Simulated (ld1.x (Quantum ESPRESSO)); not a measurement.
## nitrogen (N): variants of one RRKJ potential

Base potential:

nitrogen (N), norm-conserving RRKJ (Kleinman–Bylander form), made with ld1.x (Quantum ESPRESSO) 7.5 (PBE, non-relativistic). Core [He], reference 2s2 2p3. Waves: 2p (bound): rc 1.55 bohr; 3d channel at -0.15 Ry: rc 1.35 bohr; 2s (bound): rc 0.85 bohr. Local part: the s channel. Core correction: a·sin(br)/r model core inside 0.55 bohr. rho0 = 0.001.

Cutoffs, loose and tight: the cutoffs (Ry, on a coarse ladder) from which the occupation-weighted sum of valence levels, in a spherical-Bessel basis at the reference potential, stays within 10 and 1 mRy of its value at 400 Ry. They do not see the model core or the augmentation charge, which bear on the density cutoff. Test errors are all-electron minus pseudo excitation energies from the reference, over the configurations 2s2 2p2; 2s2 2p1; 2s2 2p0; 2s0 2p5; 2s2 2p3.3; 2s1 2p3; 2s1 2p4. A dash means not determined; rows that change the core or the reference have their own tests.

```tsv
change	outcome	cutoff, loose	cutoff, tight	bound ghosts	largest test error (meV)
base	generated	55 Ry	140 Ry	none	+788
core correction none	generated	55 Ry	140 Ry	none	+822
core correction a·sin(br)/r model core inside 0.34 bohr	generated	55 Ry	140 Ry	none	+754
core correction a·sin(br)/r model core inside 0.46 bohr	generated	55 Ry	140 Ry	none	+795
core correction a·sin(br)/r model core inside 0.54 bohr	generated	55 Ry	140 Ry	none	+794
core correction a·sin(br)/r model core inside 0.66 bohr	generated	55 Ry	140 Ry	none	+754
core correction a·sin(br)/r model core inside 0.72 bohr	generated	55 Ry	140 Ry	none	+782
core correction a·sin(br)/r model core inside 0.80 bohr	generated	55 Ry	140 Ry	none	+802
core correction a·sin(br)/r model core inside 0.94 bohr	generated	55 Ry	140 Ry	none	+816
core correction a·sin(br)/r model core inside 1.00 bohr	generated	55 Ry	140 Ry	none	+818
```
